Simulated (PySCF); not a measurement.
Species: C₅H₄N₂OS.
SMILES: `C#Cc1snnc1OC`

Jobs on this species (13 atoms, 72 electrons) with PySCF (density fitting). Hardware of each: Arm Neoverse V2, one thread, on a shared host. Times come from a shared host and carry two figures at best. Peak memory is the resident size of the whole Python process, interpreter and libraries included.

| level and settings | work | basis functions | SCF cycles | wall time | peak memory |
| --- | --- | --- | --- | --- | --- |
| PBE0/pcSseg-1 | shieldings, ring-centre shieldings, charges and field gradients | 180 | ? | ? | ? |
| wB97X-D/pcSseg-1 | shieldings, ring-centre shieldings | 180 | ? | ? | ? |
| PBE0-D3(BJ)/def2-SVP, grid level 1 | geometry optimisation from a GFN2-xTB start shaken at random | 150 | ? | ? | ? |
| PBE0/pcSseg-1, IEF-PCM methanol | shieldings, ring-centre shieldings | 180 | 15 | 19 s | 0.93 GiB |
| PBE0/pcSseg-1, IEF-PCM dichloromethane | shieldings, ring-centre shieldings, charges and field gradients | 180 | 15 | 23 s | 0.93 GiB |
| CAM-B3LYP/def2-SVPD | 10 singlets by full TDDFT, 4 Tamm–Dancoff triplets, polarisability, ΔSCF ions | 222 | 15 | 3.2 min | 1.1 GiB |
| CAM-B3LYP/def2-SVPD, IEF-PCM dichloromethane | 6 singlets by full TDDFT, polarisability | 222 | 15 | 39 s | 1.1 GiB |

Q: Fill in the missing figures.

A: 
- PBE0/pcSseg-1; shieldings, ring-centre shieldings, charges and field gradients: 23 s, 0.84 GiB, 16 SCF cycles
- wB97X-D/pcSseg-1; shieldings, ring-centre shieldings: 26 s, 0.89 GiB, 17 SCF cycles
- PBE0-D3(BJ)/def2-SVP, grid level 1; geometry optimisation from a GFN2-xTB start shaken at random: 62 s, 0.59 GiB, 55 SCF cycles

Q: What do all jobs in the table cost together?

A: About 6.4 min; the longest takes about 50 % of that, and about 10 times as long as the shortest.
